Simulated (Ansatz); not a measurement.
Species: C8H7FSSi, SMILES `Fc1c([SiH3])ccc2sccc12` (charge 0, multiplicity 1).

Problem. Give a relaxed geometry from PBE-D3(BJ)/def2-SVP run with Ansatz (a program for electronic structure).

Solution. the end point of this relaxation (outside a Z-matrix the atoms follow the SMILES, hydrogens last).
Bonds (Å): F1–C2 1.353, C2–C3 1.396, C2–C11 1.410, C3–Si4 1.887, C3–C5 1.424, Si4–H12 1.504, Si4–H13 1.504, Si4–H14 1.504, C5–C6 1.398, C5–H15 1.101, C6–C7 1.407, C6–H16 1.099, C7–S8 1.751, C7–C11 1.428, S8–C9 1.747, C9–C10 1.373, C9–H17 1.097, C10–C11 1.439, C10–H18 1.097. Angles (°): F1–C2–C3 119.1, F1–C2–C11 118.0, C3–C2–C11 122.8, C2–C3–Si4 120.0, C2–C3–C5 117.7, Si4–C3–C5 122.3, C3–Si4–H12 107.5, C3–Si4–H13 111.4, C3–Si4–H14 111.4, H12–Si4–H13 109.1, H12–Si4–H14 109.1, H13–Si4–H14 108.3, C3–C5–C6 122.2, C3–C5–H15 118.9, C6–C5–H15 119.0, C5–C6–C7 118.2, C5–C6–H16 120.8, C7–C6–H16 121.0, C6–C7–S8 127.6, C6–C7–C11 121.9, S8–C7–C11 110.5, C7–S8–C9 91.5, S8–C9–C10 113.3, S8–C9–H17 119.0, C10–C9–H17 127.7, C9–C10–C11 112.0, C9–C10–H18 124.1, C11–C10–H18 123.9, C2–C11–C7 117.2, C2–C11–C10 130.1, C7–C11–C10 112.7.
